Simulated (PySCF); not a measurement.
bromine monochloride (BrCl), SMILES ClBr. Coordinates come from a B3LYP-D3(BJ)/def2-TZVP optimisation.

TDDFT-PBE/def2-TZVPD (PySCF 2.14.0) puts the lowest singlet excitations at 2.87, 2.87, 5.14, 5.14, 7.44, 7.44 eV.

**Question.** What are the lowest excitation roots from ADC(2)/aug-cc-pVDZ in PySCF 2.14.0? (The exact figures need the calculation; the answer reports its results.)

**Answer.** 3.33, 3.33, 5.89, 5.89, 8.34, 8.34 eV. S1 differs by 0.46 eV (second minus first; roots are paired by order, and the bases may differ).
